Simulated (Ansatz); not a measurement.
Reaction (formal exchange of groups at the Si–I bond): `F[SiH](Cl)I` + `C[NH][GeH2][Cl]` → `F[SiH](Cl)[NH][GeH2][Cl]` + `CI`

Gas-phase electronic energies from Ansatz, PBE0-D4/def2-TZVP geometries. CCSD(T)/CBS adds triple-zeta CCSD(T) − MP2 to the extrapolated MP2 energy (def2 sets, frozen cores). DFT in def2-TZVPP. B3LYP here is the variant with VWN-RPA as its local correlation; programs differ in this. Elements past krypton have def2 core potentials. For Ge, I outer-core shells are correlated without core-valence functions, which leaves a few kJ/mol of doubt a bond. Scalar relativity is left out up to krypton. Each species was taken in one conformer, which may not be the lowest.

| level | ΔE (kJ/mol) | difference from CCSD(T)/CBS |
| --- | --- | --- |
| PBE-D4 | -20.8 | 14.8 |
| r2SCAN-D4 | -28.6 | 7.0 |
| PBE0-D4 | -24.3 | 11.3 |
| B3LYP-D4 | -33.0 | 2.6 |
| ωB97X-V | -30.8 | 4.8 |
| ωB97M-V | -33.7 | 1.9 |
| B2PLYP | -33.6 | 2.0 |
| PBE | -18.4 | 17.2 |
| r2SCAN | -27.7 | 7.9 |
| PBE0 | -22.1 | 13.5 |
| B3LYP | -29.3 | 6.3 |
| HF/def2-TZVPP | -37.0 | -1.4 |
| MP2/def2-TZVPP | -37.1 | -1.5 |
| SCS-MP2/def2-TZVPP | -38.9 | -3.3 |
| CCSD/def2-TZVPP | -39.5 | -3.9 |
| CCSD(T)/def2-TZVPP | -39.5 | -3.9 |
| HF/def2-QZVPP | -37.4 | -1.8 |
| MP2/def2-QZVPP | -34.9 | 0.7 |
| SCS-MP2/def2-QZVPP | -36.9 | -1.3 |
| HF/CBS(def2) | -37.5 | -1.9 |
| MP2/CBS(def2) | -33.1 | 2.5 |
| CCSD/CBS(def2) | -35.5 | 0.1 |
| CCSD(T)/CBS | -35.6 | 0 |

Largest T1 diagnostic among the species: 0.011.

The D4 term adds −3.7 kJ/mol with B3LYP and −2.2 kJ/mol with PBE0; it sums over pairs of atoms, weighted by their polarisabilities, and B3LYP, whose exchange is more repulsive, gets the larger term. From PBE to PBE0 (25 % exact exchange), in def2-TZVPP and without D4, ΔE moves by −3.7 kJ/mol.
